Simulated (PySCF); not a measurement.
Computed IR spectrum (relative IR intensity) of a molecule C₂H₇FSi₂. The structure is a stationary point at PBE0-D3(BJ)/def2-SVP. The values are those of a single conformer. Level of theory: PBE0-D3(BJ)/def2-SVP (PySCF 2.14.0). Frequencies are harmonic and unscaled.

Lines under 2 % of the strongest are left out, and lines within 2 cm⁻¹ are merged.

ν (cm⁻¹): 466 (w), 607 (w), 675 (m), 707 (m), 742 (w), 756 (m), 852 (w), 903 (m), 942 (m), 950 (vs), 957 (m), 969 (m), 2231 (s), 2244 (m), 2249 (w), 2254 (vs), 3138 (vw) (against the strongest line: vs over 80 %, s over 45 %, m over 15 %, w over 4 %, vw less)

Q: Identify the compound among the candidates.
A) FC1[SiH2]C[SiH2]1
B) F[SiH2]/C=C\[SiH3]
C) C=C[SiH2][SiH2]F
D) F[C@H]1C[SiH2][SiH2]1

A: B, F[SiH2]/C=C\[SiH3]
